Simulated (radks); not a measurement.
Results of a calculation; reference values are marked as such.
Sm I, configuration [Xe] 4f6 6s1 6p1 (not the ground configuration). Level of theory: scalar-relativistic Kohn-Sham, LDA (Slater exchange, Perdew-Zunger correlation), spin-polarised, spherical densities, finite nucleus; open shells are filled with parallel spins first (spin-orbit coupling, left out, can overturn this in heavy ions); Fermi nuclear charge, rms radius 5.0819 fm (a radial shooting solver on a logarithmic mesh with Libxc functionals).

Local quantities along the radius. ELF = 1/(1 + alpha^2) is the electron localisation function; alpha = (tau - tau_W)/tau_unif compares the Pauli kinetic energy density with that of the uniform gas (summed over spins); 4 pi r^2 rho is in e/bohr; r v_xc is r times the local exchange-correlation potential of spin up (hartree bohr). tau is taken from the large components.

| r (bohr) | ELF | alpha | 4 pi r^2 rho | r v_xc |
|---|---|---|---|---|
| 0.0008086 | 0.999 | 0.02390 | 2.530 | -0.05394 |
| 0.001114 | 0.999 | 0.02411 | 4.313 | -0.07169 |
| 0.001521 | 0.999 | 0.02507 | 7.154 | -0.09417 |
| 0.002095 | 0.999 | 0.02716 | 11.79 | -0.1238 |
| 0.002885 | 0.999 | 0.03095 | 18.91 | -0.1612 |
| 0.003973 | 0.999 | 0.03762 | 29.22 | -0.2074 |
| 0.005428 | 0.998 | 0.04928 | 42.54 | -0.2609 |
| 0.007475 | 0.995 | 0.07223 | 58.45 | -0.3228 |
| 0.01029 | 0.986 | 0.1213 | 73.27 | -0.3875 |
| 0.01418 | 0.946 | 0.2396 | 81.73 | -0.4474 |
| 0.01937 | 0.778 | 0.5343 | 80.37 | -0.4943 |
| 0.02667 | 0.431 | 1.149 | 73.66 | -0.5349 |
| 0.03673 | 0.340 | 1.393 | 75.87 | -0.6019 |
| 0.05058 | 0.587 | 0.8395 | 94.62 | -0.7217 |
| 0.0691 | 0.745 | 0.5847 | 109.0 | -0.8407 |
| 0.09516 | 0.564 | 0.8796 | 95.52 | -0.8977 |
| 0.131 | 0.339 | 1.396 | 81.14 | -0.9495 |
| 0.1805 | 0.635 | 0.7582 | 93.90 | -1.113 |
| 0.2465 | 0.723 | 0.6190 | 81.39 | -1.187 |
| 0.3395 | 0.257 | 1.701 | 42.92 | -1.095 |
| 0.4676 | 0.526 | 0.9493 | 42.43 | -1.238 |
| 0.6439 | 0.719 | 0.6244 | 40.38 | -1.372 |
| 0.8797 | 0.410 | 1.200 | 20.65 | -1.260 |
| 1.211 | 0.407 | 1.206 | 11.40 | -1.174 |
| 1.668 | 0.641 | 0.7479 | 6.932 | -1.107 |
| 2.297 | 0.341 | 1.391 | 2.512 | -0.9109 |
| 3.139 | 0.140 | 2.475 | 0.8231 | -0.7671 |
| 4.322 | 0.600 | 0.8159 | 0.5193 | -0.7767 |
| 5.952 | 0.616 | 0.7901 | 0.2800 | -0.7224 |
| 8.197 | 0.260 | 1.687 | 0.07750 | -0.5444 |
| 11.2 | 0.031 | 5.576 | 0.009808 | -0.3208 |
| 15.42 | 0.001 | 36.08 | 0.0004093 | -0.1333 |

On this mesh the ELF has minima near r = 0.031, 0.13, 0.34, 1.0, 3.1 bohr, which separate the shells, and maxima near 0.069 (0.75), 0.21 (0.74), 0.64 (0.72), 1.7 (0.64), 5.1 (0.68).
